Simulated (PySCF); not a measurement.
## Working out the ionisation energy of Fe

Fe [Ar] 3d6 4s2 (5D) → Fe⁺ [Ar] 3d6 4s1 (6D). All numbers are calculated (PySCF 2.14, the spin-free X2C one-electron Hamiltonian (Gaussian nucleus), in jorge-DZP-DKH (8s6p2d1f, 43 functions)). Frozen: [Ar]. Energies in hartree (1 hartree = 27.21139 eV):

```csv
part,Fe (lower),Fe⁺ (upper)
UHF,-1271.294168,-1271.061086
MP2 opposite-spin,-0.061008,-0.034819
MP2 same-spin,-0.053210,-0.052335
```

**Question.** What does Hartree-Fock give?

**Answer.** (-1271.061086) − (-1271.294168) = 0.233082 hartree = 6.342 eV.

**Question.** What do MP2 and SCS-MP2 (6/5 opposite-spin, 1/3 same-spin) give?

**Answer.** The opposite-spin parts differ by 0.713 eV and the same-spin parts by 0.024 eV. MP2: 6.342 + (0.713) + (0.024) = 7.079 eV. SCS-MP2: 6.342 + 1.2 × (0.713) + (0.024)/3 = 7.206 eV.

Measured between the centres of the two terms (NIST): 7.904 eV, so MP2 (valence) is off by -0.825 eV.

A double-zeta basis recovers only part of the correlation energy.

What remains against the reference includes basis incompleteness, the frozen core and correlation beyond second order.
